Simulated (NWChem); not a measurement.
The numbers come from NWChem runs, not from measurements. System: silicon dioxide molecule (O2Si), charge 0, spin multiplicity 1, at a geometry optimised with PBE/def2-SVP. Level: MP2/def2-TZVP, 7 core orbitals frozen.

Part of the output:

```
             Northwest Computational Chemistry Package (NWChem) 7.3.0
             --------------------------------------------------------

                                NWChem Input Module
                                -------------------

 Scaling coordinates for geometry "geometry" by  1.889725989
 (inverse scale =  0.529177249)

 Turning off AUTOSYM since
 SYMMETRY directive was detected!

                             Geometry "geometry" -> ""
                             -------------------------

 Output coordinates in angstroms (scale by  1.889725989 to convert to a.u.)

  No.       Tag          Charge          X              Y              Z
 ---- ---------------- ---------- -------------- -------------- --------------
    1 O                    8.0000     0.00000000     0.00000000    -1.54060900
    2 Si                  14.0000     0.00000000     0.00000000     0.00000000
    3 O                    8.0000     0.00000000     0.00000000     1.54060900

 Effective nuclear repulsion energy (a.u.)      87.9323538574

            Nuclear Dipole moment (a.u.)
            ----------------------------
        X                 Y               Z
 ---------------- ---------------- ----------------
     0.0000000000     0.0000000000     0.0000000000

      Symmetry information
      --------------------

 Group name             D2h
 Group number             26
 Group order               8
 No. of unique centers     2

      Symmetry unique atoms

     1    2


 Summary of "ao basis" -> "" (spherical)
 ------------------------------------------------------------------------------
       Tag                 Description            Shells   Functions and Types
 ---------------- ------------------------------  ------  ---------------------
 *                         def2-tzvp                  on all atoms

 Summary of "ao basis" -> "ao basis" (spherical)
 ------------------------------------------------------------------------------
       Tag                 Description            Shells   Functions and Types
 ---------------- ------------------------------  ------  ---------------------
 O                         def2-tzvp                11       31   5s3p2d1f
 Si                        def2-tzvp                13       37   5s5p2d1f

                                 NWChem SCF Module
                                 -----------------

  ao basis        = "ao basis"
  functions       =    99
  atoms           =     3
  closed shells   =    15
  open shells     =     0
  charge          =   0.00
  wavefunction    = RHF
  use symmetry    = T
  symmetry adapt  = T

 Summary of "ao basis" -> "ao basis" (spherical)
 ------------------------------------------------------------------------------
       Tag                 Description            Shells   Functions and Types
 ---------------- ------------------------------  ------  ---------------------
 O                         def2-tzvp                11       31   5s3p2d1f
 Si                        def2-tzvp                13       37   5s5p2d1f

      Symmetry analysis of basis
      --------------------------

        ag         23
        au          4
        b1g         5
        b1u        21
        b2g         9
        b2u        14
        b3g         9
        b3u        14

 Forming initial guess at       0.1s

      Superposition of Atomic Density Guess
      -------------------------------------

 Sum of atomic energies:        -438.40402499

      Non-variational initial energy
      ------------------------------

 Total energy =    -438.634987
 1-e energy   =    -781.387048
 2-e energy   =     254.819706
 HOMO         =      -0.494092
 LUMO         =      -0.147374

      Symmetry analysis of molecular orbitals - initial
      -------------------------------------------------

 !! scf_movecs_sym_adapt:   64 vectors were symmetry contaminated

  Symmetry fudging

 !! scf_movecs_sym_adapt:   64 vectors were symmetry contaminated

  Numbering of irreducible representations:

     1 ag          2 au          3 b1g         4 b1u         5 b2g
     6 b2u         7 b3g         8 b3u

  Orbital symmetries:

     1 ag          2 b1u         3 ag          4 ag          5 b1u
[...]
    10      0.250672  1 O  py                78      0.250672  3 O  py
    47      0.231177  2 Si py                13      0.151336  1 O  py
    81      0.151336  3 O  py

 Vector   14  Occ=2.000000D+00  E=-5.061441D-01  Symmetry=b3g
              MO Center= -9.0D-31,  1.4D-18,  1.4D-19, r^2= 2.8D+00
   Bfn.  Coefficient  Atom+Function         Bfn.  Coefficient  Atom+Function
  ----- ------------  ---------------      ----- ------------  ---------------
     7      0.306851  1 O  py                75     -0.306851  3 O  py
    10      0.282388  1 O  py                78     -0.282388  3 O  py
    13      0.174933  1 O  py                81     -0.174933  3 O  py

 Vector   15  Occ=2.000000D+00  E=-5.061441D-01  Symmetry=b2g
              MO Center=  4.4D-18, -4.3D-31,  2.2D-16, r^2= 2.8D+00
   Bfn.  Coefficient  Atom+Function         Bfn.  Coefficient  Atom+Function
  ----- ------------  ---------------      ----- ------------  ---------------
     6      0.306851  1 O  px                74     -0.306851  3 O  px
     9      0.282388  1 O  px                77     -0.282388  3 O  px
    12      0.174933  1 O  px                80     -0.174933  3 O  px

 Vector   16  Occ=0.000000D+00  E=-5.630447D-03  Symmetry=ag
              MO Center=  4.1D-18, -2.2D-17, -2.8D-16, r^2= 3.3D+00
   Bfn.  Coefficient  Atom+Function         Bfn.  Coefficient  Atom+Function
  ----- ------------  ---------------      ----- ------------  ---------------
    36      1.951136  2 Si s                  5     -0.872697  1 O  s
    73     -0.872697  3 O  s                 14     -0.376617  1 O  pz
    82      0.376617  3 O  pz                59      0.257731  2 Si d  0
    34     -0.175903  2 Si s                 54     -0.166326  2 Si d  0
     8     -0.162094  1 O  pz                76      0.162094  3 O  pz

 Vector   17  Occ=0.000000D+00  E= 8.234992D-02  Symmetry=b2u
              MO Center=  6.3D-32,  1.1D-19,  1.2D-16, r^2= 4.1D+00
   Bfn.  Coefficient  Atom+Function         Bfn.  Coefficient  Atom+Function
  ----- ------------  ---------------      ----- ------------  ---------------
    50      0.939658  2 Si py                13     -0.310857  1 O  py
    81     -0.310857  3 O  py                47      0.247545  2 Si py
     7     -0.175095  1 O  py                75     -0.175095  3 O  py

 Vector   18  Occ=0.000000D+00  E= 8.234992D-02  Symmetry=b3u
              MO Center= -1.8D-19, -1.3D-31, -5.7D-18, r^2= 4.1D+00
   Bfn.  Coefficient  Atom+Function         Bfn.  Coefficient  Atom+Function
  ----- ------------  ---------------      ----- ------------  ---------------
    49      0.939658  2 Si px                12     -0.310857  1 O  px
    80     -0.310857  3 O  px                46      0.247545  2 Si px
     6     -0.175095  1 O  px                74     -0.175095  3 O  px

 center of mass
 --------------
 x =   0.00000000 y =   0.00000000 z =   0.00000000

 moments of inertia (a.u.)
 ------------------
         271.140460418421           0.000000000000           0.000000000000
           0.000000000000         271.140460418421           0.000000000000
           0.000000000000           0.000000000000           0.000000000000

  Mulliken analysis of the total density
  --------------------------------------

    Atom       Charge   Shell Charges
 -----------   ------   -------------------------------------------------------
    1 O    8     8.58   0.79  1.18  0.59  0.96  0.31  1.77  1.99  0.96  0.00  0.02  0.00
    2 Si  14    12.85   2.00  0.58  1.39  0.74  0.10  4.12  1.73  0.51  0.83  0.16  0.25  0.31  0.10
    3 O    8     8.58   0.79  1.18  0.59  0.96  0.31  1.77  1.99  0.96  0.00  0.02  0.00

       Multipole analysis of the density wrt the origin
       ------------------------------------------------

     L   x y z        total         open         nuclear
     -   - - -        -----         ----         -------
     0   0 0 0      0.000000      0.000000     30.000000

     1   1 0 0     -0.000000      0.000000      0.000000
     1   0 1 0     -0.000000      0.000000      0.000000
     1   0 0 1     -0.000000      0.000000      0.000000

     2   2 0 0    -14.611267      0.000000      0.000000
     2   1 1 0     -0.000000      0.000000      0.000000
     2   1 0 1     -0.000000      0.000000      0.000000
     2   0 2 0    -14.611267      0.000000      0.000000
     2   0 1 1     -0.000000      0.000000      0.000000
     2   0 0 2    -26.027938      0.000000    135.613372

                   NWChem MP2 Semi-direct Energy/Gradient Module
                   ---------------------------------------------

  Basis functions       =     99
  Molecular orbitals    =     99
  Frozen core           =      7
  Frozen virtuals       =      0
  Active alpha occupied =      8
  Active beta occupied  =      8
  Active alpha virtual  =     84
  Active beta virtual   =     84
  Use MO symmetry       = T
  Use skeleton AO sym   = T

  AO/Fock/Back tols     =   1.0D-09  1.0D-09  1.0D-09

 GA uses MA = F    GA memory limited = T

 Available:
  local mem=  1.26D+08
 global mem=  1.44D+08
 local disk=  0.00D+00
  mp2_memr nvloc                    84
  nvloc new                    84
   1 passes of   8:        5242880                      53580                  10974738.
   1 passes of   8: M    126149838           G      144159598           F     120906958.

 Semi-direct pass number   1 of   1  for RHF alpha+beta  at        1.1s
  vrange nnbf                  4796
  mp2_eaftype                    41  avail_ma_in_mb                  1099
 EAF : mp2_eaftype filesize          41    5487369.
  mp2_eaf for mointskh                     41
Node 0 wrote     25.8 Mb in      0.0 s     Agg I/O rate:   881.7 Mb/s
 Done moints_semi at        3.4s
  mp2_eaftype                    41  avail_ma_in_mb                  1058
 EAF : mp2_eaftype filesize          41    5487369.
  mp2_eaf for kh                    41
 Done maket at        3.4s
 Done multipass loop at        3.4s

          -------------------------------------------
          SCF energy                -438.720566488061
          Correlation energy          -0.591443350453
          Singlet pairs               -0.355798055004
          Triplet pairs               -0.235645295450
          Total MP2 energy          -439.312009838514
          -------------------------------------------

          ---------------------------------------------------
                    Spin Component Scaled (SCS) MP2
          Same spin pairs                     -0.157096863633
          Same spin scaling factor             0.333333333333
          Opposite spin pairs                 -0.434346486820
          Opposite spin scaling fact.          1.200000000000
          SCS-MP2 correlation energy          -0.573581405395
          Total SCS-MP2 energy              -439.294147893456
          ---------------------------------------------------

 -----------------------
 Performance information
 -----------------------

 Timer overhead =  1.08D-07 seconds/call

               Nr. of calls         CPU time (s)                 Wall time (s)                GFlops
             ---------------    -------------------     ------------------------------   -------------------
Name         Min   Avg   Max    Min     Avg     Max     Min     Avg     Max   Mx/calls   Min     Max     Sum
mp2: moin     1     1     1    2.2     2.2     2.2      2.2     2.2     2.2     2.2      0.0     0.0     0.0
mp2: make     1     1     1   7.75E-2 7.75E-2 7.75E-2  7.75E-2 7.75E-2 7.75E-2 7.75E-2   0.0     0.0     0.0
mp2: tota     1     1     1    2.4     2.4     2.4      2.4     2.4     2.4     2.4      0.0     0.0     0.0

 The average no. of pstat calls per process was 3.00D+00
 with a timing overhead of 3.24D-07s

 Task  times  cpu:        3.4s     wall:        3.4s

 Total times  cpu:        3.4s     wall:        3.4s
```

Write an NWChem input that would produce this output.

This is not unique; one that fits is 
```
start mol
memory heap 200 mb stack 900 mb global 1100 mb
geometry units angstroms nocenter noautoz
  O      0.000000     0.000000    -1.540609
  Si     0.000000     0.000000     0.000000
  O      0.000000     0.000000     1.540609
  symmetry group D2h
end
basis spherical
  * library def2-tzvp
end
scf
  rhf
  nopen 0
  maxiter 100
  thresh 1e-7
  semidirect memsize 60000000 filesize 0
end
mp2
  freeze core 7
end
task mp2 energy
```
